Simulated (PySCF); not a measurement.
GaH4NO, SMILES [NH2][GaH][OH].

The structure is a stationary point at ωB97X-D3(BJ)/def2-TZVP. Other conformers were not sampled.

All values below come from PySCF with IEF-PCM-ωB97X/def2-SVP.

The values are the electrostatic part of the solvation free energy, E(continuum) − E(gas) at the gas-phase geometry, in a cavity of scaled van der Waals radii (PySCF's table); cavitation and dispersion terms are not included. A continuum can't describe solvent molecules that bind to the metal. In vacuum the orbital gap is 11.73 eV. The dipole moment in vacuum is 2.55 D.

Computed values in water (ε = 78.36), benzene (ε = 2.27), acetonitrile (ε = 35.69):
```json
[
 {"solvent": "water", "ε": "78.36", "ΔG(elec) (kcal/mol)": "-6.8", "dipole (D)": "3.09", "gap (eV)": "11.72"},
 {"solvent": "benzene", "ε": "2.27", "ΔG(elec) (kcal/mol)": "-3.0", "dipole (D)": "2.78", "gap (eV)": "11.73"},
 {"solvent": "acetonitrile", "ε": "35.69", "ΔG(elec) (kcal/mol)": "-6.6", "dipole (D)": "3.07", "gap (eV)": "11.72"}
]
```
